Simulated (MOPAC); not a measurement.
MOPAC input (PM6):

```
PM6 PRECISE GNORM=0.05 LET XYZ UHF MS=0.5 GEO-OK AUX(PRECISION=9) THREADS=1
CH2N

N     0.67821943 1    0.21322225 1    0.19325834 1
C    -0.46105180 1   -0.14494793 1   -0.13137652 1
H    -0.64365366 1   -1.11460559 1   -0.61374944 1
H    -1.33757157 1    0.49173741 1    0.04920014 1
```

Output:

```
 *******************************************************************************
 **                                                                           **
 **                              MOPAC v23.2.5                                **
 **                                                                           **
 *******************************************************************************
 ** MOPAC's Digital Object Identifier: https://doi.org/10.5281/zenodo.6511958 **
 **                                                                           **
 ** Please cite the open-source release paper for use of this MOPAC version:  **
 ** J. E. Moussa and J. J. P. Stewart (2026)                                  **
 ** MOPAC: An open-source semiempirical molecular orbital program             **
 ** J. Open Source Softw., 11(119), 8025, https://doi.org/10.21105/joss.08025 **
 *******************************************************************************

                              PM6 CALCULATION RESULTS

 *******************************************************************************
 *  PM6        - The PM6 Hamiltonian to be used
 *  GEO-OK     - OVERRIDE INTERATOMIC DISTANCE AND OTHER SAFETY CHECKS
 *  UHF        - UNRESTRICTED HARTREE-FOCK CALCULATION
 *  MS=        - IN MECI, MAGNETIC COMPONENT OF SPIN =  0.5
 *  LET        - OVERRIDE SOME SAFETY CHECKS
 *  PRECISE    - TIGHTER CRITERIA TO BE USED
 *  XYZ        - CARTESIAN COORDINATE SYSTEM TO BE USED
 *  GNORM      - EXIT WHEN GRADIENT NORM DROPS BELOW 0.050
 *  AUX        - OUTPUT AUXILIARY INFORMATION
 *******************************************************************************
PM6 PRECISE GNORM=0.05 LET XYZ UHF MS=0.5 GEO-OK AUX(PRECISION=9) THREADS=1
 CH2N

   ATOM   CHEMICAL          X               Y               Z
  NUMBER   SYMBOL      (ANGSTROMS)     (ANGSTROMS)     (ANGSTROMS)

     1       N          0.67821943  *   0.21322225  *   0.19325834  *
     2       C         -0.46105180  *  -0.14494793  *  -0.13137652  *
     3       H         -0.64365366  *  -1.11460559  *  -0.61374944  *
     4       H         -1.33757157  *   0.49173741  *   0.04920014  *

          CARTESIAN COORDINATES

    NO.       ATOM           X           Y           Z

     1         N          0.6782      0.2132      0.1933
     2         C         -0.4611     -0.1449     -0.1314
     3         H         -0.6437     -1.1146     -0.6137
     4         H         -1.3376      0.4917      0.0492

 General Reference for PM6:
 "Optimization of Parameters for Semiempirical Methods V: Modification of NDDO Approximations
 and Application to 70 Elements", J. J. P. Stewart, J. Mol. Mod., 13, 1173-1213 (2007)
 URL: https://link.springer.com/article/10.1007/s00894-007-0233-4

           Empirical Formula: C H2 N  =     4 atoms

      MOLECULAR POINT GROUP   :   C2v

          UHF CALCULATION, NO. OF ALPHA ELECTRONS =    6
                           NO. OF BETA  ELECTRONS =    5

          Geometry optimization using EF

          DIAGONAL MATRIX USED AS START HESSIAN

 CYCLE:     1  GRAD.:    56.619 HEAT:  59.97094
 CYCLE:     2  GRAD.:   254.011 HEAT:  89.11501
 CYCLE:     3  GRAD.:    64.927 HEAT:  60.43795
 CYCLE:     4  GRAD.:   272.091 HEAT:  72.29526
 CYCLE:     5  GRAD.:    24.883 HEAT:  59.17266
 CYCLE:     6  GRAD.:    10.314 HEAT:  59.11972
 CYCLE:     7  GRAD.:     0.246 HEAT:  59.07701
 CYCLE:     8  GRAD.:     0.073 HEAT:  59.07694
 CYCLE:     9  GRAD.:     0.184 HEAT:  59.07696
 CYCLE:    10  GRAD.:     0.009 HEAT:  59.07694

     GRADIENT =  0.00883 IS LESS THAN CUTOFF =  0.05000

 -------------------------------------------------------------------------------
 PM6 PRECISE GNORM=0.05 LET XYZ UHF MS=0.5 GEO-OK AUX(PRECISION=9) THREADS=1
 CH2N

     GEOMETRY OPTIMISED USING EIGENVECTOR FOLLOWING (EF).
     SCF FIELD WAS ACHIEVED

                              PM6 CALCULATION
                                                       MOPAC v23.2.5 Linux

          FINAL HEAT OF FORMATION =         59.07694 KCAL/MOL =     247.17792 KJ/MOL

          COSMO AREA              =         63.80 SQUARE ANGSTROMS
          COSMO VOLUME            =         45.69 CUBIC ANGSTROMS

          GRADIENT NORM           =          0.00883          =       0.00442 PER ATOM
          IONIZATION POTENTIAL    =         11.030323 EV
          ALPHA SOMO LUMO (EV)    =        -11.030  0.265
          BETA  SOMO LUMO (EV)    =        -12.223  0.097
          NO. OF ALPHA ELECTRONS  =          6
          NO. OF BETA  ELECTRONS  =          5
          MOLECULAR WEIGHT        =         28.0335         POINT GROUP:  C2v

          MOLECULAR DIMENSIONS (Angstroms)

            Atom       Atom       Distance
            H     4    N     1     2.08760
            H     3    N     1     1.63743
            C     2    H     3     0.00000

          SCF CALCULATIONS        =         11

   ATOM   CHEMICAL          X               Y               Z
  NUMBER   SYMBOL      (ANGSTROMS)     (ANGSTROMS)     (ANGSTROMS)

     1       N          0.69860223  *   0.21962745  *   0.19906506  *
     2       C         -0.45958059  *  -0.14448088  *  -0.13095516  *
     3       H         -0.69381921  *  -1.10503552  *  -0.61608967  *
     4       H         -1.36846892  *   0.45667738  *   0.02843919  *

                             CARTESIAN COORDINATES

   1    N        0.698602232     0.219627451     0.199065061
   2    C       -0.459580588    -0.144480880    -0.130955163
   3    H       -0.693819210    -1.105035522    -0.616089667
   4    H       -1.368468924     0.456677380     0.028439187

           Empirical Formula: C H2 N  =     4 atoms

      MOLECULAR POINT GROUP   :   C2v

          ALPHA EIGENVALUES
 -30.86760 -21.38165 -16.90916 -13.69920 -13.48952 -11.03032   0.26490   4.40749
   4.56733   4.69679

           BETA EIGENVALUES
 -29.48049 -20.46358 -15.83691 -12.76172 -12.22313   0.09699   0.88996   4.74485
   4.94828   5.25564

              NET ATOMIC CHARGES AND DIPOLE CONTRIBUTIONS

  ATOM NO.   TYPE          CHARGE      No. of ELECS.   s-Pop       p-Pop
    1          N          -0.157971        5.1580     1.84326     3.31471
    2          C          -0.231648        4.2316     1.13084     3.10081
    3          H           0.194809        0.8052     0.80519
    4          H           0.194809        0.8052     0.80519
 DIPOLE           X         Y         Z       TOTAL
 POINT-CHG.    -1.948    -0.613    -0.555     2.117
 HYBRID        -0.693    -0.218    -0.197     0.753
 SUM           -2.642    -0.830    -0.753     2.869

          ATOMIC ORBITAL ELECTRON POPULATIONS

     Atom    s        px        py        pz
    1  N   1.84326   1.18006   1.07919   1.05546
    2  C   1.13084   1.02373   1.09209   0.98498
    3  H   0.80519
    4  H   0.80519

                    (SZ)    =    0.500000
                    (S**2)  =    0.822468

          ATOMIC ORBITAL SPIN POPULATIONS

    Atom   Total    s     px     py     pz
         Atomic
    1  N  1.1901  0.019  0.150  0.702  0.319
    2  C -0.3653 -0.025 -0.050 -0.076 -0.214
    3  H  0.0876  0.088
    4  H  0.0876  0.088

 **********************
 *                    *
 * JOB ENDED NORMALLY *
 *                    *
 **********************

 == MOPAC DONE ==
```

The geometry given is a B3LYP-D3(BJ)/def2-TZVP minimum.
